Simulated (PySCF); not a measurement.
**Ionisation energy of Sb⁺ by level of theory**

Sb⁺ [Kr] 4d10 5s2 5p2 (3P) → Sb²⁺ [Kr] 4d10 5s2 5p1 (2P), as a difference of total energies. Computed with PySCF 2.14 in ANO-RCC-VTZP, with scalar relativity by spin-free X2C-1e. Correlated levels: valence: [Kr] 4d10 frozen. The calculations carry no spin-orbit coupling.

| method | ionisation energy (eV) | plus first-order spin-orbit estimate | error of that sum (eV) |
| --- | --- | --- | --- |
| UHF | 16.046 | 15.973 | -0.653 |
| MP2 (valence) | 16.350 | 16.277 | -0.349 |
| SCS-MP2 (valence) | 16.292 | 16.219 | -0.407 |
| CCSD (valence) | 16.389 | 16.316 | -0.310 |
| CCSD(T) (valence) | 16.408 | 16.335 | -0.291 |

Reference: 16.626 ± 0.025 eV (measured; NIST Atomic Spectra Database, ionization energies).

A first-order spin-orbit estimate (lowest level to lowest level, LS coupling) adds -0.073 eV.

Errors of the correlated levels include the incompleteness of this basis and the frozen core.
